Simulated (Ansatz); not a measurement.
Species: sum formula H₂SiO₃F, charge 0, multiplicity 2. It need not be the lowest isomer of its formula. SMILES: [O][Si](O)(O)F
Geometry from a B3LYP-D3(BJ)/def2-TZVP (Ansatz, a quantum-chemistry and plane-wave program) optimisation:
```xyz
7

Si    -0.0273     0.0224    -0.0097
F     -0.0261    -0.4024     1.5264
O     -0.2743     1.6458    -0.1627
O      1.4359    -0.2322    -0.6701
O     -1.1821    -0.8018    -0.7829
H      2.2210     0.0832    -0.2133
H     -1.4411    -1.6696    -0.4635
```
Charge 0, spin multiplicity 2.

Parts of the frozen-core correlation energy in cc-pV(5+d)Z (Ansatz, hartree). Frozen orbitals: 9; correlated occupied orbitals by spin: 16 and 15; virtual: 549 and 550. UHF or UKS for open shells. No spin-orbit coupling. No relativistic terms.

| term | value |
|---|---|
| reference (HF) | -614.50286 |
| MP2 opposite-spin | -0.86992 |
| MP2 same-spin | -0.28165 |
| CCSD correlation | -1.15260 |
| (T) | -0.04136 |
| T1 diagnostic | 0.014 |
| largest doubles amplitude | 0.009 |
| <S^2> of the reference | 0.757 |
